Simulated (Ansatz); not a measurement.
[MnNCl4]2- (MnNCl₄²⁻), relaxed as a singlet with RKS r2SCAN-D4/def2-SVPD in Ansatz, starting from the GFN2-xTB (ALPB water) geometry. Force threshold 0.02 eV/Å.

A multiply charged anion in the gas phase is held together partly by the finite basis. Removing one electron lowers the energy by 0.54 eV at PBE0-D4/def2-TZVPD, so it isn't bound. The restricted singlet is unstable towards broken spin symmetry at other levels; at r2SCAN-D4/def2-SVPD this wasn't settled. The highest occupied level of the charge -2 singlet lies above zero (up to 2.87 eV). By energy differences it is unbound by 0.54 eV (vertical, against the charge -1 doublet, at PBE0-D4/def2-TZVPD) and held by the finite basis. At r2SCAN-D4/def2-SVPD a triplet of charge -2 lies 0.36 eV below the restricted singlet, each at its own geometry.

Start:

Cartesian coordinates in Å:
```
Mn -0.0707 0.0160 -0.0350
N -1.4193 0.3235 -0.7033
Cl 1.2131 -0.5889 -1.7446
Cl -0.2314 -2.1440 0.4592
Cl -0.4689 0.4193 2.1134
Cl 0.9772 1.9742 -0.0896
```

```csv
step,energy (eV),largest force component (eV/Å),SCF passes
1,-82881.8874,3.767,60
2,-82882.2376,1.857,22
3,-82882.3030,0.356,22
4,-82882.3044,0.022,22
5,-82882.3045,0.019,23
```

Force components are those of the run's own axes.

End:

```xyz
6

Mn   -0.097    0.022   -0.048
N    -1.401    0.319   -0.694
Cl    1.266   -0.620   -1.860
Cl   -0.267   -2.269    0.477
Cl   -0.517    0.449    2.231
Cl    1.016    2.098   -0.105
```

By distances, no bond broke or formed. The bond that changes most is Mn1–Cl4, from 2.22 to 2.36 Å (atoms count from 1).

No frequencies were taken in this run, so the end may be a saddle point.

Hardware: 4 threads of Arm Neoverse V1 on a shared host. Wall time 22 s.
